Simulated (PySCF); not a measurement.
**Computed properties of C2H4F2Si, SMILES FC([SiH2]F)=C**

C2H4F2Si, SMILES [SiH2](F)C(=C)F. The structure is a stationary point at B3LYP-D3(BJ)/def2-SVP. This is a generated structure with no PubChem entry under its InChIKey; it may be hypothetical. Other conformers were not sampled. All values are computed for the isolated molecule unless a solvent is named; none is compared with measurement here.

**Structure.** The optimised structure has Cs symmetry. All 21 harmonic modes at B3LYP-D3(BJ)/def2-SVP (PySCF) are real, so it is a minimum. With heavy atoms numbered as in [CH2:1]=[C:2]([F:3])[SiH2:4][F:5], the shortest bond between them is C1–C2 at 1.333 Å and the longest C2–Si4 at 1.879 Å.

**Vibrations.** The strongest infrared lines (harmonic, unscaled, degenerate partners summed) lie at 928 cm⁻¹ (287 km/mol, H 63 %, Si 24 %, F 12 %), 979 cm⁻¹ (146 km/mol, H 85 %, Si 11 %), 2263 cm⁻¹ (130 km/mol, H 96 %). The softest mode is at 78 cm⁻¹ and the zero-point energy is 34.2 kcal/mol.

**Electronic structure.** ωB97X/def2-TZVP (PySCF) places the frontier levels at -10.35 and 1.61 eV, a gap of 11.96 eV, and gives a dipole moment of 0.16 D and a mean polarisability of 48.5 bohr³. PBE/def2-TZVP (PySCF) at the same geometry gives -6.74 and -1.58 eV, so its gap is 6.80 eV narrower. An orbital gap is neither the optical nor the fundamental gap.

**Excitations.** TDA-M06-2X/def2-SVPD (PySCF) has S1 at 6.84 eV (181 nm, f = 0.000, dark); the most intense of the 10 singlets computed lies at 7.58 eV (f = 0.49). T1 (TDA) is at 4.51 eV, 2.33 eV under S1. TDA-PBE/def2-SVPD (PySCF) puts S1 at 5.67 eV. No vertical singlet excitation falls in the visible range (under 3.1 eV).

**NMR.** GIAO shifts at B3LYP/pcSseg-1 (PySCF) (non-relativistic, atoms alike by connectivity averaged): ¹³C from 118.5 to 178.8 ppm against TMS; ¹H from 5.4 to 5.9 ppm against TMS; ²⁹Si at -21.8 ppm against TMS; ¹⁹F from -236.5 to -116.4 ppm against CFCl3.
